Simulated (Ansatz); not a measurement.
A nudged elastic band was laid between two geometries of CH5BClN (9 atoms, charge 0, multiplicity 1).

These are results of Ansatz, RKS revPBE-D4/cc-pVDZ, not measurements.

```
movable images  : 7
climbing image  : yes
spring          : 5.0 eV/Å²
optimiser       : quadratic models (default)
start path      : IDPP
force threshold : 0.03 eV/Å
iteration limit : 60
end points      : relaxed
```

Image 0:

```xyz
9
Properties=species:S:1:pos:R:3
C 0.516 0.485 -0.985
N -0.408 -0.227 -0.109
B -0.263 -0.416 1.268
Cl -1.525 -1.332 2.160
H 0.911 -0.178 -1.785
H 0.027 1.357 -1.471
H 1.371 0.855 -0.390
H -1.231 -0.614 -0.579
H 0.690 0.022 1.873
```

Image 8:

```xyz
9
Properties=species:S:1:pos:R:3
C 0.434 0.438 -0.996
N -0.479 -0.270 -0.104
B -0.382 -0.485 1.275
Cl 1.017 0.147 2.207
H 0.814 -0.233 -1.796
H -0.067 1.303 -1.481
H 1.295 0.813 -0.414
H -1.302 -0.657 -0.571
H -1.241 -1.101 1.864
```

(1) What changes between the two ends?

(2) What energy profile does the band end with?

(3) What is the geometry of the highest image?

The band took 32 iterations and of the order of 10 core-minutes.

## Answers

(1) No bond is made or broken. The dihedral C1–N2–B3–Cl4 goes from -180 to 0°.

(2) The run converged. The highest image is number 4 of 0 to 8, 27.4 kcal/mol above the first end and 27.5 kcal/mol above the last; the last end lies 0.1 kcal/mol below the first. The profile has 2 maxima (images 4, 6) with wells between them (image 5): this band takes more than one step, which may be the mechanism or a detour left from its start path. A vibrational analysis at the climbing image gives one clearly imaginary mode, 382i cm⁻¹: a first-order saddle point.

| image | path coordinate (Å) | energy (kcal/mol) | dihedral C1–N2–B3–Cl4 (°) |
| --- | --- | --- | --- |
| 0 | 0.00 | 0.0 | -180 |
| 1 | 0.68 | 3.2 | -149 |
| 2 | 1.36 | 12.0 | -118 |
| 3 | 2.04 | 22.1 | -89 |
| 4 | 2.72 | 27.4 | -60 |
| 5 | 4.48 | 1.1 | -8 |
| 6 | 6.24 | 6.3 | 35 |
| 7 | 8.00 | 0.8 | -1 |
| 8 | 9.75 | -0.1 | 0 |

(3) 
```xyz
9
Properties=species:S:1:pos:R:3:forces:R:3
C 0.481 0.304 -0.988 0.00 0.00 0.00
N -0.601 0.443 0.016 0.00 0.00 0.00
B -0.336 -0.187 1.302 0.00 0.00 0.00
Cl -0.038 -1.960 1.448 0.00 0.00 0.00
H 0.724 -0.750 -1.262 0.00 0.00 0.00
H 0.203 0.856 -1.907 0.00 0.00 0.00
H 1.406 0.771 -0.591 0.00 0.00 0.00
H -1.469 0.056 -0.386 0.00 0.00 0.00
H -0.281 0.420 2.352 0.00 0.00 0.00
```

The run took 9.5 min on 1 CPU thread of a shared host.
